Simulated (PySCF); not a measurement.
## Computed vibrations of [PbF3]−

[PbF3]− (singlet). PySCF 2.14.0, RKS PBE, Pb def2-SVP with ECP60, F def2-SVP; non-relativistic Hamiltonian with scalar-relativistic core potentials where named; density fitting; no spin-orbit coupling. Central differences of gradients.

```xyz
4

Pb    0.0000    0.0000    0.0000
F     2.2200    0.0000    0.0000
F    -1.1100    1.9226    0.0000
F    -1.1100   -1.9226    0.0000
```

Run from Python with OMP_NUM_THREADS=2. Where DIIS fails, smearing, a level shift and second-order steps follow.
It took 24 s on 2 threads of Arm Neoverse V1, with other jobs on the host.

What are the harmonic wavenumbers and infrared intensities?

Negative numbers are unstable modes, those under 60 cm⁻¹ near the noise; a finer grid moves soft modes by up to 10 cm⁻¹.
```csv
cm⁻¹,km/mol,symmetry
-164,–,
-38,–,
-27,–,
390,130.0,
392,127.3,
414,1.7,
```

Is this a minimum?

No: 3 unstable; the lowest moves the atoms so:
```
Pb   0.00  0.00 -0.16
F    0.00  0.00  0.57
F    0.00  0.00  0.57
F    0.00  0.00  0.57
```
